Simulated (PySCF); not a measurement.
## `C=C([SiH3])[Se-]`, [C₂H₅SeSi]-, charge -1

Geometry (Å), atoms numbered from 1 in this order:
```xyz
9

C     1.383   -0.372    0.658
C     0.592    0.180   -0.257
Si   -1.279    0.097   -0.222
Se    1.305    1.141   -1.739
H     2.458   -0.302    0.605
H     0.972   -0.916    1.499
H    -1.887    1.430   -0.170
H    -1.714   -0.637    0.985
H    -1.818   -0.615   -1.385
```

Total charge -1.

Computed, not measured: GIAO B3LYP/aug-pcSseg-1 magnetisability, rotational g tensor and spin-rotation constants, non-relativistic, gas phase (PySCF). Geometry: GFN2-xTB.

The calculation is non-relativistic, which matters for the atoms heavier than Zn. For an ion the centre-of-mass motion in the field is neglected.

(1) Give the nuclear spin-rotation constants along the inertial axes (H = +C I·J) beside the isotropic shieldings.

(2) How do the rotational constants and the g tensor change when H5, H6, H7, H8, H9 are replaced by deuterium?

Results:

(1) Rotational constants 6.1273, 2.0136, 1.5419 GHz. A star marks the isotopologue with that one atom substituted, in its own axes.
```csv
atom,isotope,Caa (kHz),Cbb (kHz),Ccc (kHz),mean (kHz),σ (ppm)
H5,1H,0.196,0.028,-0.149,0.025,25.2
H6,1H,0.477,-0.112,-0.146,0.073,26.4
H7,1H,-0.534,-0.036,0.017,-0.184,27.7
H8,1H,0.141,-0.074,-0.107,-0.013,27.1
H9,1H,-0.532,-0.049,0.026,-0.185,27.7
C1,13C*,2.816,0.524,0.310,1.217,59.5
C2,13C*,3.399,1.063,0.196,1.553,0.6
Si3,29Si*,-3.141,-1.082,-0.900,-1.708,421.7
Se4,77Se*,5.431,5.469,3.055,4.652,1423.7
```
For the geometry as given, no vibrational averaging.

(2) Constants 4.9430, 1.8286, 1.3762 GHz; g -0.0715, -0.0429, -0.0267, against -0.0883, -0.0471, -0.0297 before.
